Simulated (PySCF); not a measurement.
**Spinor energies of Cl(8+) (chlorine, charge +8)**

Start: [He] 2s2 2p5; 2p1/2 filled at m_j = -1/2, +1/2; 2p3/2 filled at m_j = -1/2, +1/2, +3/2. Calculated with PySCF 2.14 in an even-tempered Gaussian basis (18 s from 0.97 bohr⁻², ratio 2.4; 11 p from 1.3 bohr⁻², ratio 2.4; 5 d from 7.8 bohr⁻², ratio 2.6; 5 f from 12 bohr⁻², ratio 2.6): generalised Hartree-Fock with the X2C-1e Hamiltonian and a Gaussian nucleus; one run each with spin-orbit coupling (SO) switched off, then screened by Boettger's factors.

```
spinor shell  electrons  ε, spin-free (eV)  ε, screened SO (eV)  weight of nominal j (screened SO)  rms radius, screened SO (bohr)
       1s1/2          2            -3072.8              -3072.7                              1.000                           0.105
       2s1/2          2            -468.75              -468.71                              1.000                           0.464
       2p1/2          2            -405.83              -408.15                              0.679                           0.427
       2p3/2          3            -405.83              -404.43                              0.786                           0.429
```

```tsv
quantity	spin-free	screened SO
E (hartree)	-433.39003	-433.41287
M_J	3/2	3/2
⟨J²⟩	3.751	3.751
⟨L²⟩	2.000	2.000
⟨S²⟩	0.750	0.750
```

Each row is a mean over spinors that exchange with the open shell spreads, by up to 12.068 eV (2s1/2).

Rows whose weight is well below 1 are mixtures of j = l ± 1/2: exchange outweighs spin-orbit coupling there, and the label is only the starting occupation.

Without spin-orbit coupling the j labels of p, d and f shells carry no meaning; the spin-free column gives the mean over the occupied spinors of each nl shell.
